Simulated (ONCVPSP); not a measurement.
Logarithmic derivatives: holmium, ONCV

```json
{
 "Element": "Ho (Z = 67)",
 "Generator": "ONCVPSP 4.0.1",
 "Type": "optimised norm-conserving Vanderbilt (ONCV)",
 "Functional": "PBE",
 "Relativity": "scalar-relativistic",
 "Frozen core": "[Kr] 4d10",
 "Valence charge": "21",
 "Reference configuration": "4f11 5s2 5p6 6s1 (charge +1)",
 "Partial waves": "5s+6s: rc 2.35 bohr, ncon 5, nbas 9, qcut 3.9 1/bohr, 2 projectors; 5p: rc 1.70 bohr, ncon 4, nbas 7, qcut 4.8 1/bohr, 2 projectors, debl 2 Ha; d scattering state at 0.25 Ha: rc 2.30 bohr, ncon 4, nbas 7, qcut 4.9 1/bohr, 2 projectors, debl 2.7 Ha; 4f: rc 0.70 bohr, ncon 4, nbas 9, qcut 16.4 1/bohr, 2 projectors, debl 2.3 Ha",
 "Local potential": "polynomial inside 0.60 bohr (lpopt 4, dvloc0 2 Ha)",
 "Core correction": "none"
}
```

In the d channel the program set the typed energies aside and used 0.050, 2.750 Ha.

The phase is arctan(r·R′/R) of the radial function R(r), unwrapped; energies in Ha, scanned from -4 to 5 Ha. A pole is an energy at which the radial function vanishes at the test radius. The pseudo phase is shifted by a multiple of π to meet the all-electron one at the reference energy, and phase errors are pseudo minus all-electron; the curves can meet again beyond the range given. Levels narrower than the energy grid can be missing from the lists of poles.

```json
{"channel": "s", "radius (bohr)": "2.39", "reference energy (Ha)": "-0.33", "poles, all-electron": "-1.99, 2.39", "poles, pseudo": "-1.99, 2.20, 4.42", "unbroken range about the reference energy with phases within 0.05 rad": "below 2.7", "phase error 1 Ha above the reference energy (rad)": "-0.003"}
{"channel": "p", "radius (bohr)": "1.73", "reference energy (Ha)": "-1.19", "poles, all-electron": "0.27", "poles, pseudo": "0.27", "unbroken range about the reference energy with phases within 0.05 rad": "the whole range", "phase error 1 Ha above the reference energy (rad)": "+0.000"}
{"channel": "d", "radius (bohr)": "2.33", "reference energy (Ha)": "0.05", "poles, all-electron": "0.64", "poles, pseudo": "0.64, 4.68", "unbroken range about the reference energy with phases within 0.05 rad": "below 4.7", "phase error 1 Ha above the reference energy (rad)": "-0.000"}
{"channel": "f", "radius (bohr)": "0.71", "reference energy (Ha)": "-0.35", "poles, all-electron": "none", "poles, pseudo": "none", "unbroken range about the reference energy with phases within 0.05 rad": "the whole range", "phase error 1 Ha above the reference energy (rad)": "+0.000"}
```

Note: ghosts flagged at negative energy: s at -380.4 eV, p at -124.1 eV; GHOST(+) flagged for d at 129.7 eV. A true bound ghost makes a file unfit for plane-wave use.

Phases in the d channel:

```csv
E (Ha),all-electron,pseudo
-3.98,1.380,1.380
-3.74,1.372,1.372
-3.50,1.363,1.363
-3.26,1.352,1.352
-3.02,1.340,1.339
-2.78,1.325,1.325
-2.54,1.308,1.308
-2.30,1.286,1.286
-2.06,1.259,1.259
-1.82,1.223,1.223
-1.58,1.174,1.174
-1.34,1.101,1.100
-1.10,0.979,0.979
-0.86,0.746,0.746
-0.62,0.227,0.227
-0.38,-0.596,-0.596
-0.14,-1.106,-1.106
0.10,-1.339,-1.339
0.34,-1.468,-1.468
0.58,-1.554,-1.554
0.82,-1.622,-1.622
1.06,-1.685,-1.685
1.30,-1.753,-1.753
1.54,-1.838,-1.839
1.78,-1.966,-1.967
2.02,-2.201,-2.202
2.26,-2.723,-2.724
2.50,-3.568,-3.569
2.74,-4.084,-4.084
2.98,-4.312,-4.312
3.22,-4.432,-4.432
3.46,-4.505,-4.505
3.70,-4.555,-4.556
3.94,-4.592,-4.594
4.18,-4.621,-4.625
4.42,-4.645,-4.654
4.66,-4.666,-4.700
4.90,-4.685,-7.791
```
